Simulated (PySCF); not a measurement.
Gas-phase reaction: 3 SiH2Br2 = 2 SiHBr3 + SiH + 3 H

Energies from PySCF, thermal terms from the rigid-rotor harmonic-oscillator model, ideal gas at 1 bar. 'Table' is the NASA 1993 thermochemical table (part measured, part estimated). † marks an energy on the PBE0/def2-TZVP geometry and frequencies; other levels use their own. 6-31G* has spherical d functions here. Open shells (unrestricted): SiH (multiplicity 2, electronic degeneracy 4), H (multiplicity 2); the rest are closed-shell singlets. Spin-orbit splitting is ignored; it lowers the true energy and changes the entropy of SiH. B3LYP is the form with VWN-RPA correlation. Br: all electrons, no relativistic terms. The harmonic model lacks anharmonicity and excited electronic states, which grow with temperature; levels with a mode under 35 cm⁻¹ are left out. Soft modes under 120 cm⁻¹ make the harmonic entropy rough for SiH2Br2, SiHBr3. The table's entry may be an old estimate for SiH2Br2, SiHBr3, SiH (not checked at source).

```
level               ΔH°(298 K), kJ  minus table  ΔG°(600 K), kJ
------------------  --------------  -----------  --------------
table                        995.9            -           805.6
B3LYP/6-31G*                 987.9         -8.0           795.8
BLYP/def2-TZVP†              971.2        -24.7           779.2
PBE0/def2-SVP†               962.1        -33.8           770.2
LDA/def2-TZVP†              1055.8         59.9           863.9
ωB97M-V/def2-TZVP†           989.7         -6.2           797.8
ωB97X-V/def2-TZVP†          1001.4          5.5           809.5
```
